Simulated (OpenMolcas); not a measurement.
**Multiplet structure of Tc2+**

| Item | Value |
| --- | --- |
| Program | OpenMolcas |
| Method | MS-CASPT2, IPEA 0.25 Eh, imaginary shift 0.1 Eh (closed shells correlated: 4s 4p) |
| Basis | ANO-RCC-VTZP [7s6p4d2f1g] |
| Scalar Hamiltonian | DKH2, point nucleus |
| Active space | 5 electrons in 6 orbitals (4d 5s) |
| State averaging | 2S+1 = 6 even, 6 roots; 2S+1 = 4 even, 64 roots; 2S+1 = 2 even, 145 roots (128 in the spin-orbit step) |
| Spin-orbit coupling | state interaction with AMFI integrals over the reference wave functions, term energies averaged over their components |

With spin-orbit coupling, above the lowest level:

```json
{"Configuration": "4d⁵", "Term": "⁶S", "J": "5/2", "E (cm⁻¹)": "0.0", "g": "1.999", "Term weight %": "99", "Second": ""}
{"Configuration": "4d⁵", "Term": "⁴G", "J": "5/2", "E (cm⁻¹)": "20530", "g": "0.583", "Term weight %": "97", "Second": "2 ²F(1)"}
{"Configuration": "4d⁵", "Term": "⁴G", "J": "7/2", "E (cm⁻¹)": "20680", "g": "0.988", "Term weight %": "98", "Second": ""}
{"Configuration": "4d⁵", "Term": "⁴G", "J": "11/2", "E (cm⁻¹)": "20740", "g": "1.272", "Term weight %": "99", "Second": ""}
{"Configuration": "4d⁵", "Term": "⁴G", "J": "9/2", "E (cm⁻¹)": "20780", "g": "1.172", "Term weight %": "99", "Second": ""}
{"Configuration": "4d⁵", "Term": "⁴P", "J": "5/2", "E (cm⁻¹)": "22450", "g": "1.503", "Term weight %": "61", "Second": "35 ⁴D"}
{"Configuration": "4d⁵", "Term": "⁴P", "J": "3/2", "E (cm⁻¹)": "22760", "g": "1.536", "Term weight %": "64", "Second": "36 ⁴D"}
{"Configuration": "4d⁵", "Term": "⁴P", "J": "1/2", "E (cm⁻¹)": "23260", "g": "2.043", "Term weight %": "76", "Second": "23 ⁴D"}
{"Configuration": "4d⁵", "Term": "⁴D", "J": "7/2", "E (cm⁻¹)": "24330", "g": "1.423", "Term weight %": "98", "Second": ""}
{"Configuration": "4d⁵", "Term": "⁴D", "J": "1/2", "E (cm⁻¹)": "24880", "g": "0.622", "Term weight %": "77", "Second": "23 ⁴P"}
{"Configuration": "4d⁵", "Term": "⁴D", "J": "3/2", "E (cm⁻¹)": "25290", "g": "1.385", "Term weight %": "63", "Second": "36 ⁴P"}
{"Configuration": "4d⁵", "Term": "⁴D", "J": "5/2", "E (cm⁻¹)": "25310", "g": "1.443", "Term weight %": "63", "Second": "34 ⁴P"}
{"Configuration": "4d⁵", "Term": "²I", "J": "11/2", "E (cm⁻¹)": "30720", "g": "0.931", "Term weight %": "95", "Second": "5 ²H"}
{"Configuration": "4d⁵", "Term": "²I", "J": "13/2", "E (cm⁻¹)": "31080", "g": "1.077", "Term weight %": "100", "Second": ""}
{"Configuration": "4d⁵", "Term": "²D(1)", "J": "5/2", "E (cm⁻¹)": "31840", "g": "1.082", "Term weight %": "56", "Second": "33 ²F(1)"}
{"Configuration": "4d⁵", "Term": "²D(1)", "J": "3/2", "E (cm⁻¹)": "32540", "g": "0.677", "Term weight %": "67", "Second": "32 ⁴F"}
{"Configuration": "4d⁵", "Term": "⁴F", "J": "9/2", "E (cm⁻¹)": "33610", "g": "1.299", "Term weight %": "85", "Second": "14 ²G(1)"}
{"Configuration": "4d⁵", "Term": "⁴F", "J": "7/2", "E (cm⁻¹)": "33670", "g": "1.200", "Term weight %": "75", "Second": "11 ²F(1)"}
{"Configuration": "4d⁵", "Term": "⁴F", "J": "5/2", "E (cm⁻¹)": "34070", "g": "1.018", "Term weight %": "87", "Second": "7 ²F(1)"}
{"Configuration": "4d⁵", "Term": "²F(1)", "J": "7/2", "E (cm⁻¹)": "34670", "g": "1.151", "Term weight %": "79", "Second": "15 ⁴F"}
{"Configuration": "4d⁵", "Term": "⁴F", "J": "3/2", "E (cm⁻¹)": "34790", "g": "0.535", "Term weight %": "67", "Second": "32 ²D(1)"}
{"Configuration": "4d⁵", "Term": "²F(1)", "J": "5/2", "E (cm⁻¹)": "36180", "g": "0.990", "Term weight %": "53", "Second": "36 ²D(1)"}
{"Configuration": "4d⁵", "Term": "²G(1)", "J": "9/2", "E (cm⁻¹)": "36430", "g": "1.055", "Term weight %": "48", "Second": "41 ²H"}
{"Configuration": "4d⁵", "Term": "²G(1)", "J": "7/2", "E (cm⁻¹)": "37130", "g": "0.916", "Term weight %": "90", "Second": "7 ²F(1)"}
{"Configuration": "4d⁵", "Term": "²H", "J": "11/2", "E (cm⁻¹)": "38130", "g": "1.084", "Term weight %": "94", "Second": "5 ²I"}
{"Configuration": "4d⁵", "Term": "²H", "J": "9/2", "E (cm⁻¹)": "38580", "g": "1.000", "Term weight %": "58", "Second": "38 ²G(1)"}
{"Configuration": "4d⁵", "Term": "²F(2)", "J": "7/2", "E (cm⁻¹)": "39010", "g": "1.147", "Term weight %": "92", "Second": "6 ⁴F"}
{"Configuration": "4d⁵", "Term": "²F(2)", "J": "5/2", "E (cm⁻¹)": "39210", "g": "0.878", "Term weight %": "87", "Second": "4 ⁴F"}
{"Configuration": "4d⁵", "Term": "²S", "J": "1/2", "E (cm⁻¹)": "42110", "g": "2.000", "Term weight %": "99", "Second": ""}
{"Configuration": "4d⁴ 5s", "Term": "⁶D", "J": "1/2", "E (cm⁻¹)": "44970", "g": "3.330", "Term weight %": "99", "Second": ""}
{"Configuration": "4d⁴ 5s", "Term": "⁶D", "J": "3/2", "E (cm⁻¹)": "45300", "g": "1.867", "Term weight %": "99", "Second": ""}
{"Configuration": "4d⁴ 5s", "Term": "⁶D", "J": "5/2", "E (cm⁻¹)": "45820", "g": "1.657", "Term weight %": "99", "Second": ""}
{"Configuration": "4d⁴ 5s", "Term": "⁶D", "J": "7/2", "E (cm⁻¹)": "46470", "g": "1.587", "Term weight %": "99", "Second": ""}
{"Configuration": "4d⁴ 5s", "Term": "⁶D", "J": "9/2", "E (cm⁻¹)": "47240", "g": "1.555", "Term weight %": "99", "Second": ""}
{"Configuration": "4d⁵", "Term": "²D(2)", "J": "3/2", "E (cm⁻¹)": "47800", "g": "0.801", "Term weight %": "99", "Second": ""}
{"Configuration": "4d⁵", "Term": "²D(2)", "J": "5/2", "E (cm⁻¹)": "47980", "g": "1.194", "Term weight %": "97", "Second": ""}
{"Configuration": "4d⁵", "Term": "²G(2)", "J": "9/2", "E (cm⁻¹)": "52890", "g": "1.111", "Term weight %": "100", "Second": ""}
{"Configuration": "4d⁵", "Term": "²G(2)", "J": "7/2", "E (cm⁻¹)": "53000", "g": "0.890", "Term weight %": "99", "Second": ""}
{"Configuration": "4d⁴ 5s", "Term": "⁴D(1)", "J": "1/2", "E (cm⁻¹)": "56350", "g": "0.038", "Term weight %": "95", "Second": "3 4d⁵ ²P"}
{"Configuration": "4d⁴ 5s", "Term": "⁴D(1)", "J": "3/2", "E (cm⁻¹)": "56930", "g": "1.205", "Term weight %": "97", "Second": ""}
```

Spin-orbit coupling puts the lowest level 175 cm⁻¹ below the lowest spin-free term.

CASPT2 does not keep the components of a term degenerate, so their means are used; among the terms shown or strongly mixed into the levels shown the widest spread is 530 cm-1 (4d⁴ 5s ⁴D(1)). Blocks of more than 70 roots (2S+1 = 2 even) ran without multistate coupling. Some high roots are left out of the spin-orbit mixing, which shifts the levels that they would mix with. A single d shell beside an s shell can misplace configurations of different d count against each other. Only configurations of the active space appear. The first state left out of the spin-orbit step lies near 85000 cm-1 above the lowest spin-free state of the reference (among the parities and spins computed), and the list stops at four fifths of that energy or lower. The table shows the lowest 40 of 59 levels.

The term weight is that of the spin-free term in the level, not the purity of its configuration. A number in round brackets counts repeated terms of one configuration in the order of the reference energies.
